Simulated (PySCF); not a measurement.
C₄H₁₀B, SMILES C(C)[B]CC (connectivity only; charge and spin as stated), charge +1, multiplicity 1.

The structure is a stationary point at PBE0-D3(BJ)/def2-SVP. The spin state was assumed, not searched. The isomer is the one that the SMILES or the coordinates give; other isomers of the formula were not compared. Other conformers were not sampled.

Method: r2SCAN/def2-TZVP (PySCF).

```json
{
 "total_energy": "-182.94681 hartree",
 "point_group": "C2h",
 "highest_occupied_level": "-13.54 eV",
 "lowest_empty_level": "-7.77 eV",
 "orbital_gap": "5.77 eV",
 "dipole_moment_about_the_centre_of_nuclear_charge": "0.00 D",
 "mean_static_polarisability": "59.2 bohr³ (8.77 Å³)",
 "polarisability_principal_values": "47.6, 52.0, 77.9 bohr³"
}
```
